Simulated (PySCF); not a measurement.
## Spinor energies of Dy³⁶⁺ (dysprosium, charge +36)

Start: [Ar] 3d10 4s2. Calculated with PySCF 2.14 in an even-tempered Gaussian basis (19 s from 1.6 bohr⁻², ratio 2.6; 15 p from 2.1 bohr⁻², ratio 2.6; 10 d from 2.1 bohr⁻², ratio 2.6; 6 f from 2.2 bohr⁻², ratio 2.8): generalised Hartree-Fock with the X2C-1e Hamiltonian and a Gaussian nucleus; spin-orbit coupling (SO) screened by Boettger's factors.

```csv
spinor shell,electrons,"ε, screened SO (eV)",weight of nominal j (screened SO),"rms radius, screened SO (bohr)"
1s1/2,2,-55584.4,1.000,0.0240
2s1/2,2,-10627.4,1.000,0.0969
2p1/2,2,-10168.7,1.000,0.0828
2p3/2,4,-9360.6,1.000,0.0894
3s1/2,2,-3508.2,1.000,0.246
3p1/2,2,-3308.0,1.000,0.237
3p3/2,4,-3130.1,1.000,0.249
3d3/2,4,-2801.3,1.000,0.221
3d5/2,6,-2762.6,1.000,0.224
4s1/2,2,-1635.7,1.000,0.502
```

```
   quantity   screened SO
E (hartree)  -11397.07911
        M_J             0
       ⟨J²⟩         0.000
       ⟨L²⟩         0.037
       ⟨S²⟩         0.037
```

Breit and QED terms are absent; they matter most for the inner s and p1/2 levels.

Densities and radii are taken from the X2C orbitals without a picture-change correction, which distorts them close to the nucleus.
